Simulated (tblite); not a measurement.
H10N2Si3.
Numbering: `[SiH3:1][NH:2][SiH2:3][NH:4][SiH3:5]` (hydrogens: H6, H7, H8 on Si1; H9 on N2; H10, H11 on Si3; H12 on N4; H13, H14, H15 on Si5)

Computed with GFN2-xTB (tblite), gas phase: L-BFGS steps from a force-field or distance-geometry start until the largest atomic force falls under 0.01 eV/Å.

Step 6: E = -441.3299 eV
```
atom  x, y, z in Å  |  force x, y, z in eV/Å
Si1     2.8492    0.6274    0.1838   -0.332  -0.149  -0.140
N2      1.4480   -0.1044   -0.5109   -0.269  -0.235  -0.167
Si3    -0.0569    0.1969    0.2661   -0.092   0.276   0.402
N4     -1.2302   -0.7183   -0.6038    0.392   0.084  -0.043
Si5    -2.8677   -0.5481   -0.0838    0.317  -0.023  -0.124
H6      3.9361    0.2764   -0.7196    0.127   0.040   0.059
H7      2.9150    0.0579    1.5206    0.415   0.054   0.270
H8      2.4929    2.0387    0.2545    0.203   0.041  -0.028
H9      1.5052   -1.0790   -0.7810    0.263   0.254  -0.124
H10    -0.3555    1.6433    0.2304    0.184  -0.170  -0.007
H11    -0.0208   -0.2494    1.6716   -0.170   0.013  -0.160
H12    -1.0363   -0.6534   -1.5933   -0.266  -0.257   0.021
H13    -3.6138   -1.4808   -0.9197   -0.135   0.044   0.033
H14    -3.1641    0.8665   -0.2739   -0.444   0.096   0.025
H15    -2.8056   -0.8654    1.3370   -0.192  -0.067  -0.018
```

Step 7: E = -441.3780 eV
```
atom  x, y, z in Å  |  force x, y, z in eV/Å
Si1     2.8627    0.6195    0.1830   -0.181   0.005  -0.037
N2      1.4528   -0.1103   -0.4897   -0.131  -0.081  -0.228
Si3    -0.0575    0.1955    0.2665   -0.067   0.355   0.405
N4     -1.2395   -0.6982   -0.6032    0.262  -0.076  -0.030
Si5    -2.8786   -0.5496   -0.0936    0.080   0.024  -0.041
H6      3.9635    0.2749   -0.7295   -0.101   0.078   0.214
H7      2.9438    0.0719    1.5396    0.393   0.092   0.064
H8      2.4992    2.0401    0.2546    0.258  -0.132  -0.050
H9      1.5251   -1.0611   -0.8128    0.188   0.033  -0.143
H10    -0.3338    1.6419    0.2454    0.146  -0.082  -0.053
H11    -0.0440   -0.2381    1.6677   -0.142  -0.072  -0.024
H12    -1.0509   -0.6922   -1.5911   -0.158  -0.191  -0.115
H13    -3.6363   -1.4946   -0.9310    0.035   0.216   0.168
H14    -3.1989    0.8744   -0.2624   -0.375  -0.112   0.010
H15    -2.8120   -0.8659    1.3348   -0.206  -0.058  -0.141
```

Problem. Estimate the geometry and energy of step 8. (The exact step hangs on the optimiser's Hessian estimate; all steps are aligned on step 7, rigid shifts and turns removed.)

Solution. E = -441.4119 eV, largest force 0.414 eV/Å
```
atom  x, y, z in Å  |  force x, y, z in eV/Å
Si1     2.8697    0.6124    0.1820   -0.035   0.088   0.068
N2      1.4536   -0.1155   -0.4758   -0.006  -0.001  -0.220
Si3    -0.0584    0.1995    0.2725   -0.015   0.233   0.212
N4     -1.2425   -0.6828   -0.6032    0.096  -0.144  -0.052
Si5    -2.8848   -0.5498   -0.1023   -0.064   0.066   0.028
H6      3.9838    0.2753   -0.7334   -0.254   0.090   0.301
H7      2.9748    0.0853    1.5556    0.346   0.114  -0.113
H8      2.5095    2.0392    0.2538    0.271  -0.204  -0.061
H9      1.5446   -1.0465   -0.8415    0.082  -0.056  -0.135
H10    -0.3137    1.6401    0.2566    0.096   0.085  -0.078
H11    -0.0656   -0.2306    1.6648   -0.116  -0.143   0.142
H12    -1.0657   -0.7275   -1.5911   -0.048  -0.131  -0.112
H13    -3.6540   -1.5018   -0.9371    0.147   0.310   0.231
H14    -3.2344    0.8784   -0.2529   -0.298  -0.254  -0.009
H15    -2.8213   -0.8675    1.3304   -0.203  -0.053  -0.201
```

The energy changes by -0.0340 eV. The first-order estimate −F·Δx gives -0.0469 eV and the mean of the old and new forces, exact on a quadratic surface, -0.0340 eV. The step makes an angle of 63° with the force vector and moves no atom by more than 0.038 Å.

The cost below is that of the whole relaxation. Time: 0.81 s of wall time. Hardware: Arm Neoverse N1, one thread, no GPU, shared host with 64 logical CPUs at a one-minute load of 60.
